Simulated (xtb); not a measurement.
ClGa, charge -1, doublet, at a GFN2-xTB geometry (such geometries of metal compounds can be far from the true shape) (a state made from the parent by changing its charge; the spin is typed, not shown lowest); GFN1-xTB (xtb 6.7.1).

xtb was given this input:
```
$ xtb mol.xyz --gfn 1 --chrg -1 --uhf 1 --json

# file mol.xyz
2

Ga    -0.00000000    -0.00000000    -0.85496772
Cl     0.00000000     0.00000000     1.55905878
```

What the program printed (banner, timings and long lists left out):

```
   ID    Z sym.   atoms
    1   31 Ga     1
    2   17 Cl     2

           -------------------------------------------------
          |                Calculation Setup                |
           -------------------------------------------------

           -------------------------------------------------
          |                 G F N 1 - x T B                 |
           -------------------------------------------------

          ...................................................
          :                      SETUP                      :
          :.................................................:
          :  # basis functions                  20          :
          :  # atomic orbitals                  18          :
          :  # shells                            6          :
          :  # electrons                        11          :
          :  # halogen bonds                     0          :
          :  max. iterations                   250          :
          :  Hamiltonian                  GFN1-xTB          :
          :  restarted?                      false          :
          :  GBSA solvation                  false          :
          :  PC potential                    false          :
          :  electronic temp.          300.0000000     K    :
          :  accuracy                    1.0000000          :
          :  -> integral cutoff          0.2500000E+02      :
          :  -> integral neglect         0.1000000E-07      :
          :  -> SCF convergence          0.1000000E-05 Eh   :
          :  -> wf. convergence          0.2000000E-04 e    :
          :  Broyden damping             0.4000000          :
          :  net charge                         -1          :
          :  unpaired electrons                  1          :
          ...................................................

 iter      E             dE          RMSdq      gap      omega  full diag
   1     -5.7404275 -0.574043E+01  0.415E+00    0.00       0.0  T
   2     -5.7406643 -0.236762E-03  0.246E+00    0.00       1.0  T
   3     -5.7407961 -0.131863E-03  0.139E-01    0.00       1.0  T
   4     -5.7407988 -0.268196E-05  0.970E-02    0.00       1.0  T
   5     -5.7408018 -0.298204E-05  0.227E-02    0.00       3.1  T
   6     -5.7408020 -0.210593E-06  0.239E-03    0.00      29.6  T
   7     -5.7408020 -0.224677E-08  0.110E-04    0.00     643.6  T
   8     -5.7408020 -0.346390E-12  0.227E-05    0.00    3117.9  T

   *** convergence criteria satisfied after 8 iterations ***

         :::::::::::::::::::::::::::::::::::::::::::::::::::::
         ::                     SUMMARY                     ::
         :::::::::::::::::::::::::::::::::::::::::::::::::::::
         :: total energy              -5.740296939127 Eh    ::
         :: gradient norm              0.003126687122 Eh/a0 ::
         :: HOMO-LUMO gap              0.000000000000 eV    ::
         ::.................................................::
         :: SCC energy                -5.740802018739 Eh    ::
         :: -> electrostatic           0.067434985168 Eh    ::
         :: repulsion energy           0.000910960035 Eh    ::
         :: dispersion energy         -0.000405880424 Eh    ::
         :: halogen bond corr.         0.000000000000 Eh    ::
         :: add. restraining           0.000000000000 Eh    ::
         :: total charge              -1.000000000000 e     ::
         :::::::::::::::::::::::::::::::::::::::::::::::::::::

           -------------------------------------------------
          |                Property Printout                |
           -------------------------------------------------

    * Orbital Energies and Occupations

         #    Occupation            Energy/Eh            Energy/eV
      -------------------------------------------------------------
         1        2.0000           -0.7102971             -19.3282
         2        2.0000           -0.3954458             -10.7606
         3        2.0000           -0.3072941              -8.3619
         4        2.0000           -0.3072941              -8.3619
         5        2.0000           -0.2919073              -7.9432
         6        0.5000           -0.0791112              -2.1527 (HOMO)
         7        0.5000           -0.0791112              -2.1527 (LUMO)
         8                          0.0268630               0.7310
         9                          0.0299844               0.8159
        10                          0.0299844               0.8159
        11                          0.0842216               2.2918
        12                          0.0842216               2.2918
        13                          0.1612894               4.3889
        14                          0.1612894               4.3889
        15                          0.1667275               4.5369
        16                          0.1711025               4.6559
        17                          0.1711025               4.6559
        18                          0.2918319               7.9411
      -------------------------------------------------------------
                  HL-Gap            0.0000000 Eh            0.0000 eV
             Fermi-level           -0.1323103 Eh           -3.6003 eV

  Mulliken/CM5 charges         n(s)   n(p)   n(d)
     1Ga   -0.69954 -0.70386   1.971  1.457  0.272
     2Cl   -0.30046 -0.29614   1.892  5.405  0.004

Wiberg/Mayer (AO) data.
largest (>0.10) Wiberg bond orders for each atom

 ---------------------------------------------------------------------------
     #   Z sym  total        # sym  WBO       # sym  WBO       # sym  WBO
 ---------------------------------------------------------------------------
     1  31 Ga   1.219 --     2 Cl   1.219
     2  17 Cl   1.219 --     1 Ga   1.219
 ---------------------------------------------------------------------------

Topologies differ in total number of bonds
Writing topology from bond orders to xtbtopo.mol

 dipole moment from electron density (au)
     X       Y       Z
   0.0000  -0.0000  -0.2658  total (Debye):    0.676

           -------------------------------------------------
          | TOTAL ENERGY               -5.740296939127 Eh   |
          | GRADIENT NORM               0.003126687122 Eh/α |
          | HOMO-LUMO GAP               0.000000000000 eV   |
           -------------------------------------------------

normal termination of xtb
```
